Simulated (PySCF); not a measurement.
Record of a relaxation.

Species: C5H4BrO2 (charge -1).
SMILES with atom numbers: `[O:1]=[CH:2]/[CH:3]=[CH:4]/[CH:5]=[C:6](/[O-:7])[Br:8]` (hydrogens: H9 on C2; H10 on C3; H11 on C4; H12 on C5)
Bond orders are those of one Lewis drawing.

Method: PBE0-D3(BJ)/def2-SVP geometry optimisation, gas phase (PySCF); density fitting, grid level 2; the optimiser is geomeTRIC in internal coordinates, started from a GFN2-xTB structure. The frame can shift and turn from step to step; on so coarse a grid that alone can change the energy by a few meV, and forces under 0.02 eV/Å are noise.

Step 0: E = -79358.1774 eV, largest atomic force 1.501 eV/Å
```
atom  x, y, z in Å  |  force x, y, z in eV/Å
O1      3.582   -0.322    0.218   -0.075   0.062  -0.012
C2      2.462    0.167    0.085    0.759  -0.169   0.059
C3      1.225   -0.514    0.140   -0.130  -0.052   0.004
C4      0.023    0.125   -0.022    0.089  -0.231   0.045
C5     -1.218   -0.502    0.024    0.594  -0.183   0.056
C6     -2.473    0.039   -0.124   -1.476   0.247  -0.107
O7     -3.588   -0.408   -0.102    0.355  -0.029   0.021
Br8    -2.441    2.114   -0.464    0.058   0.282  -0.044
H9      2.370    1.263   -0.102   -0.105   0.402  -0.070
H10     1.251   -1.581    0.318    0.082  -0.469   0.080
H11     0.048    1.194   -0.196   -0.088   0.488  -0.087
H12    -1.240   -1.574    0.199   -0.062  -0.348   0.055
```

Step 1: E = -79358.2295 eV, largest atomic force 0.157 eV/Å
```
atom  x, y, z in Å  |  force x, y, z in eV/Å
O1      3.337   -0.151    0.121    0.040  -0.040   0.007
C2      2.203    0.292   -0.006   -0.018   0.154  -0.025
C3      0.972   -0.430    0.056    0.026  -0.127   0.021
C4     -0.245    0.197   -0.103   -0.028   0.134  -0.023
C5     -1.506   -0.406   -0.062   -0.014  -0.103   0.015
C6     -2.772    0.169   -0.214    0.045   0.041  -0.004
O7     -3.884   -0.265   -0.193   -0.043   0.004  -0.003
Br8    -2.681    2.276   -0.558    0.004  -0.006   0.001
H9      2.055    1.398   -0.196   -0.010  -0.054   0.008
H10     1.030   -1.510    0.238    0.011   0.020  -0.003
H11    -0.232    1.281   -0.282   -0.003  -0.040   0.006
H12    -1.569   -1.486    0.114   -0.011   0.017  -0.003
```

Step 2: E = -79358.2230 eV, largest atomic force 0.150 eV/Å
```
atom  x, y, z in Å  |  force x, y, z in eV/Å
O1      3.326   -0.074    0.107    0.044   0.052  -0.006
C2      2.173    0.324   -0.013    0.098  -0.109   0.022
C3      0.978   -0.456    0.061   -0.122   0.085  -0.020
C4     -0.252    0.149   -0.096    0.078  -0.104   0.021
C5     -1.516   -0.449   -0.055    0.047   0.086  -0.012
C6     -2.754    0.183   -0.216   -0.083  -0.051   0.004
O7     -3.887   -0.191   -0.205    0.009  -0.013   0.003
Br8    -2.555    2.283   -0.554   -0.098   0.070  -0.016
H9      1.974    1.420   -0.203    0.003  -0.034   0.006
H10     1.074   -1.533    0.243    0.016   0.025  -0.003
H11    -0.247    1.233   -0.275    0.016  -0.040   0.007
H12    -1.607   -1.527    0.119   -0.010   0.033  -0.005
```

Step 3: E = -79358.2300 eV, largest atomic force 0.054 eV/Å
```
atom  x, y, z in Å  |  force x, y, z in eV/Å
O1      3.333   -0.113    0.114    0.027   0.010  -0.001
C2      2.189    0.308   -0.009    0.042   0.008   0.002
C3      0.975   -0.443    0.059   -0.053  -0.008  -0.002
C4     -0.249    0.173   -0.100    0.031   0.002   0.001
C5     -1.511   -0.427   -0.058    0.017  -0.007   0.001
C6     -2.764    0.176   -0.215   -0.024  -0.003   0.000
O7     -3.887   -0.228   -0.199   -0.001  -0.005   0.000
Br8    -2.619    2.279   -0.556   -0.044   0.031  -0.008
H9      2.016    1.409   -0.200   -0.004  -0.038   0.006
H10     1.052   -1.521    0.241    0.013   0.019  -0.002
H11    -0.240    1.257   -0.279    0.006  -0.031   0.005
H12    -1.588   -1.507    0.117   -0.010   0.021  -0.003
```

Step 4: E = -79358.2305 eV, largest atomic force 0.053 eV/Å
```
atom  x, y, z in Å  |  force x, y, z in eV/Å
O1      3.339   -0.113    0.114   -0.020  -0.004   0.000
C2      2.193    0.303   -0.008    0.044  -0.009   0.002
C3      0.978   -0.448    0.060   -0.037   0.024  -0.005
C4     -0.243    0.173   -0.099   -0.043   0.008  -0.003
C5     -1.511   -0.417   -0.060    0.046  -0.025   0.006
C6     -2.768    0.180   -0.216    0.005  -0.006   0.001
O7     -3.886   -0.236   -0.198    0.002   0.014  -0.002
Br8    -2.648    2.286   -0.560    0.012  -0.019   0.004
H9      2.016    1.402   -0.198   -0.001  -0.001   0.001
H10     1.055   -1.526    0.241   -0.001   0.003   0.000
H11    -0.227    1.256   -0.278    0.001   0.019  -0.003
H12    -1.591   -1.496    0.115   -0.010  -0.005   0.001
```

Step 5: E = -79358.2306 eV, largest atomic force 0.048 eV/Å
```
atom  x, y, z in Å  |  force x, y, z in eV/Å
O1      3.339   -0.139    0.118   -0.013  -0.006   0.001
C2      2.201    0.297   -0.007   -0.043   0.020  -0.006
C3      0.974   -0.435    0.057    0.031  -0.021   0.005
C4     -0.247    0.189   -0.102    0.031  -0.021   0.005
C5     -1.509   -0.415   -0.060   -0.015   0.033  -0.006
C6     -2.769    0.173   -0.215   -0.001  -0.003   0.000
O7     -3.886   -0.248   -0.196    0.001  -0.002   0.001
Br8    -2.662    2.279   -0.560    0.008  -0.003   0.001
H9      2.043    1.399   -0.196    0.005   0.015  -0.002
H10     1.040   -1.513    0.238   -0.002  -0.014   0.002
H11    -0.236    1.272   -0.280   -0.005   0.004  -0.001
H12    -1.580   -1.495    0.116    0.004   0.000   0.000
```

Step 6: E = -79358.2309 eV, largest atomic force 0.032 eV/Å
```
atom  x, y, z in Å  |  force x, y, z in eV/Å
O1      3.336   -0.129    0.116    0.017   0.018  -0.003
C2      2.196    0.301   -0.008    0.002  -0.031   0.006
C3      0.975   -0.441    0.058   -0.012   0.019  -0.004
C4     -0.246    0.182   -0.101   -0.003  -0.004   0.000
C5     -1.509   -0.417   -0.060   -0.012  -0.003   0.000
C6     -2.768    0.176   -0.215    0.003   0.007  -0.001
O7     -3.886   -0.240   -0.197    0.001  -0.006   0.001
Br8    -2.650    2.281   -0.559    0.001   0.005  -0.001
H9      2.030    1.403   -0.197    0.002  -0.006   0.001
H10     1.047   -1.519    0.240    0.003   0.004  -0.001
H11    -0.233    1.265   -0.279   -0.001  -0.003   0.000
H12    -1.585   -1.496    0.116    0.000  -0.001   0.000
```

Step 7: E = -79358.2307 eV, largest atomic force 0.065 eV/Å
```
atom  x, y, z in Å  |  force x, y, z in eV/Å
O1      3.340   -0.114    0.114   -0.024  -0.039   0.005
C2      2.194    0.302   -0.008    0.018   0.062  -0.009
C3      0.976   -0.445    0.059    0.008  -0.039   0.007
C4     -0.246    0.174   -0.100   -0.001   0.024  -0.004
C5     -1.512   -0.421   -0.059    0.026  -0.016   0.004
C6     -2.767    0.179   -0.216   -0.008   0.000   0.000
O7     -3.887   -0.232   -0.199    0.001   0.004  -0.001
Br8    -2.637    2.284   -0.559   -0.008   0.000  -0.001
H9      2.020    1.402   -0.198   -0.008   0.002  -0.001
H10     1.052   -1.523    0.241   -0.003  -0.001   0.000
H11    -0.233    1.257   -0.278    0.003   0.000   0.000
H12    -1.592   -1.499    0.116   -0.004   0.002   0.000
```

Step 8: E = -79358.2309 eV, largest atomic force 0.025 eV/Å
```
atom  x, y, z in Å  |  force x, y, z in eV/Å
O1      3.338   -0.121    0.115   -0.010  -0.015   0.002
C2      2.195    0.301   -0.008    0.009   0.023  -0.003
C3      0.976   -0.443    0.059    0.002  -0.015   0.002
C4     -0.246    0.178   -0.100   -0.001   0.009  -0.002
C5     -1.511   -0.419   -0.059    0.011  -0.008   0.002
C6     -2.767    0.177   -0.216   -0.004   0.002   0.000
O7     -3.887   -0.236   -0.198    0.001   0.001   0.000
Br8    -2.644    2.282   -0.559   -0.004   0.001  -0.001
H9      2.025    1.402   -0.197   -0.003   0.001  -0.001
H10     1.049   -1.521    0.240   -0.001   0.000   0.000
H11    -0.233    1.261   -0.279    0.001   0.000   0.000
H12    -1.588   -1.498    0.116   -0.002   0.001   0.000
```

Question: Summarise the path.

Answer: The energy falls by 1.23 kcal/mol from step 0 to step 8; nine tenths of that is first reached at step 1. It rises by more than 0.2 meV at step 2. The largest force goes from 1.501 to 0.025 eV/Å. Among the bonds C6–Br8 changes most, from 2.103 to 2.137 Å; the atoms move by 0.066 Å rms after alignment.

Question: Follow the three bonds and two angles with the largest change from start to end.

Answer: 
```
step  E above end (kcal/mol)  largest force (eV/Å)  C6–Br8 (Å)  C5=C6 (Å)  C2–C3 (Å)  C3–C4–C5 (°)  C5–C4–H11 (°)
   0                    1.23                 1.501       2.103      1.374      1.413         124.7          118.1
   1                    0.03                 0.157       2.136      1.399      1.428         126.7          116.1
   2                    0.18                 0.150       2.136      1.399      1.429         127.9          115.5
   3                    0.02                 0.054       2.136      1.399      1.429         127.3          115.8
   4                    0.01                 0.053       2.137      1.400      1.430         127.5          115.7
   5                    0.01                 0.048       2.137      1.400      1.430         126.8          116.1
   6                    0.00                 0.032       2.136      1.400      1.430         127.1          115.9
   7                    0.00                 0.065       2.137      1.400      1.430         127.4          115.8
   8                    0.00                 0.025       2.137      1.400      1.430         127.2          115.9
```

The cost below is that of the whole optimisation. Time: 78 s; peak memory 0.79 GiB. Hardware: an AMD EPYC 7R13 with one thread, no GPU, shared host with 192 logical CPUs at a one-minute load of 41.
